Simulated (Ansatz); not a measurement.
Basis-set extrapolation for CH6BFSi2 (PBE0-D4/def2-TZVP geometry, frozen core, the Gaussian-basis code of Ansatz). Multiplicity 1, RHF reference.

|  | def2-TZVPP | def2-QZVPP |
| --- | --- | --- |
| HF | -743.426407 | -743.451698 |
| MP2 correlation | -0.773982 | -0.832574 |
| CCSD(T) correlation | -0.854698 | not run |

Energies in hartree. Use E(X) = E(∞) + A·exp(−7.88·√X) for Hartree–Fock and E(X) = E(∞) + B·X^(−2.97) for correlation, with X = 3 and 4, and add CCSD(T) minus MP2 of the smaller set to the MP2 limit.

Question: What is the CCSD(T) energy at the basis-set limit?

Answer: HF limit: -743.451698 + (-0.025291) × 0.13774 = -743.45518. MP2 limit: -0.832574 + (-0.058592) × 0.74074 = -0.87598. Higher-order term: -0.854698 − (-0.773982) = -0.08072. Total: -744.41188 hartree, 343.3 kJ/mol below CCSD(T)/def2-TZVPP.
